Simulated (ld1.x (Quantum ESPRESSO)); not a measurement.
# Ni (Z = 28), PAW: configuration errors across variants

Ni (Z = 28), PAW, made with ld1.x (Quantum ESPRESSO) 7.5 (revPBE, scalar-relativistic). Core [Ar], reference 3d8 4s1 4p0 (charge +1). Waves: 4s (bound): rcut 1.35, rcutus 1.85 bohr; 4s channel at 2.7 Ry: rcut 1.35, rcutus 1.85 bohr; 4p (bound, empty): rcut 1.90, rcutus 2.40 bohr; 4p channel at 4.15 Ry: rcut 1.90, rcutus 2.40 bohr; 3d (bound): rcut 1.45, rcutus 1.60 bohr; 3d channel at 0.05 Ry: rcut 1.45, rcutus 1.60 bohr. Local part: all-electron potential smoothed inside 1.55 bohr (lloc = -2). Core correction: Bessel-smoothed model core, default radius (core density twice the valence density). Augmentation charge: PSQ, radius 1.45 bohr.

All-electron excitation energies from the reference (eV): (1) 3d8 4s2 4p0 -9.220; (2) 3d8 4s0 4p0 17.181; (3) 3d7 4s0 4p0 54.530; (4) 3d7 4s2 4p0 6.837; (5) 3d8 4s0 4p2 0.216; (6) 3d8 4s0 4p1 5.648.

The default core radius of the base comes out at 0.39 bohr.

Tests that are not counted but printed errors over 1 eV. “local potential all-electron potential smoothed inside 1.20 bohr (lloc = -1)”: 3d9 4s1 4p0 (solver errors, printed error -1026 eV).

5 further variants failed, have other tests or too few solved ones, and are left out.

A true bound ghost makes a file unfit for plane-wave use even where its test errors are small: the radial tests pick states by their node count and pass the ghost by. Where a test does run into it, the solver fails or the error is huge.

Errors AE − PS in meV (a dash: test not solved or not reliable):

| change | (1) | (2) | (3) | (4) | (5) | (6) | bound ghosts |
| --- | --- | --- | --- | --- | --- | --- | --- |
| base | -0.9 | -5.3 | -241 | -169 | -0.4 | -1.3 | none |
| augmentation PSQ, inside the norm-conserving radii | -0.9 | -5.3 | -240 | -169 | -0.4 | -1.3 | none |
| core correction Bessel-smoothed model core inside 1.26 bohr | -0.9 | -5.3 | -241 | -169 | -0.4 | -1.3 | none |
| local potential all-electron potential smoothed inside 1.20 bohr (lloc = -1) | -1.3 | -5.3 | -244 | -174 | -0.4 | -1.3 | s |
| waves 3d (bound): rcut 1.44, rcutus 1.52 bohr; 3d channel at 0.05 Ry: rcut 1.44, rcutus 1.52 bohr | -0.7 | -4.9 | -238 | -164 | -0.4 | -1.2 | none |

Problem. Give the same row for: wave 4s channel at 2.7 Ry: rcut 1.35, rcutus 1.85 bohr becomes 4s channel at 5.15 Ry: rcut 1.35, rcutus 1.85 bohr.

Solution. -0.9, -5.3, -241, -167, -0.4, -1.3; bound ghosts: none.
